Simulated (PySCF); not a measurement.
CH4S2Zn, SMILES C[S][Zn][SH]. Coordinates come from a PBE0-D3(BJ)/def2-SVP optimisation. Other conformers were not sampled.

Computed equilibrium geometry at PBE0-D3(BJ)/def2-SVP (PySCF confirms it by a frequency run) as a Z-matrix (one conformer of several):
```
Zn
S 1 2.1724
C 2 1.8299 1 100.69
H 3 1.0988 2 112.26 1 62.08
H 3 1.0989 4 109.58 2 125.50
H 3 1.0990 4 108.02 5 117.44
S 1 2.1771 3 144.44 4 54.41
H 7 1.3529 1 92.60 3 92.35
```
